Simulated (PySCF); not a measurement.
Species: CH10O2PSi3 (doublet state).
SMILES with atom numbers: `[OH:1][CH:2][O:3][SiH2:4][P:5]([SiH3:6])[SiH3:7]` (hydrogens: H8 on O1; H9 on C2; H10, H11 on Si4; H12, H13, H14 on Si6; H15, H16, H17 on Si7)

Geometry (GFN2-xTB, Å), atoms numbered from 1 in this order:
```xyz
17
CH10O2PSi3 angstrom
O      3.950   -1.207    0.099
C      3.127   -0.194   -0.281
O      1.843   -0.300    0.103
Si     0.725    0.852    0.347
P     -0.988   -0.369    1.015
Si    -1.484   -1.541   -0.816
Si    -2.514    1.240    1.006
H      3.400   -1.957    0.363
H      3.596    0.776   -0.284
H      1.137    1.783    1.400
H      0.539    1.625   -0.889
H     -1.503   -0.728   -2.037
H     -2.812   -2.110   -0.587
H     -0.482   -2.599   -0.944
H     -2.169    2.160    2.086
H     -2.566    1.981   -0.257
H     -3.804    0.600    1.246
```

The hyperfine couplings belong to this conformer and change with its torsions.

Method used: UKS B3LYP, pcH-1 on C H O P Si, non-relativistic, mean-field spin-orbit, GIAO (PySCF 2.14.0). Geometry: GFN2-xTB, one conformer, isolated molecule. The geometry wasn't refined by DFT: couplings that depend on bond lengths, twists or pyramidal angles can differ widely from those at the functional's own minimum. Stability of the SCF solution: not tested.

Q: Match the computed a_iso(17O) values -33.2, -25.9 MHz with the sites O1; O3.

A: 
```json
{"site": "O1", "a_iso (MHz)": "-25.9", "ρ(0) (bohr⁻³)": "+0.0428", "position": "1 bond from C2", "distance from C2 (Å)": "1.36", "spin population": "+0.11", "largest |T| (MHz)": "61.3"}
{"site": "O3", "a_iso (MHz)": "-33.2", "ρ(0) (bohr⁻³)": "+0.0548", "position": "1 bond from C2", "distance from C2 (Å)": "1.34", "spin population": "+0.05", "largest |T| (MHz)": "34.9"}
```

Q: The isotropic 29Si couplings, averaged over equivalent nuclei, are -8.8, -0.6 MHz. Assign them to Si4; Si6/Si7.

A: 
```
   site  a_iso (MHz)  ρ(0) (bohr⁻³)         position  distance from C2 (Å)  spin population  largest |T| (MHz)
    Si4         -8.8        +0.0099  2 bonds from C2                  2.69            +0.01                4.1
Si6/Si7         -0.6        +0.0006  4 bonds from C2                  5.40             0.00                0.2
```

Q: The isotropic 1H couplings, averaged over equivalent nuclei, are -12.1, +6.9, +4.3, +0.3 MHz. Assign them to H8; H9; H10/H11; H12 (×6).

A: 
```tsv
site	a_iso (MHz)	ρ(0) (bohr⁻³)	position	distance from C2 (Å)	bound to	spin population there	largest |T| (MHz)
H8	-12.1	-0.0027	β, 2 bonds from C2, on O1 of spin population +0.11	1.90	O1	+0.11	21.5
H9	+6.9	+0.0015	α, 1 bond from C2	1.08	C2	+0.82	36.0
H10/H11	+4.3	+0.0010	γ, 3 bonds from C2	3.25	Si4	+0.01	4.1
H12 (×6)	+0.3	+0.0001	5 bonds from C2	5.85	Si6/Si7	0.00	1.0
```

ρ(0) is the spin density at the nucleus and T the dipolar tensor; a_iso includes a spin–orbit part; entries for several nuclei are means. The largest Mulliken spin populations are on C2 (+0.82) and O1 (+0.11). No atom but C2 exceeds +0.15. The angles at C2 add up to 349.3°, so it is slightly pyramidal.

Class means assume fast exchange of nuclei equivalent by connectivity; if that motion is slow, each nucleus keeps its own coupling.

On one thread, Arm Neoverse V2 (aarch64), no GPU, shared host with 96 logical CPUs at a one-minute load of 34, this took 2.3 min of wall time (with the writing of density and orbital grids) and 1.1 GiB of memory at its peak.
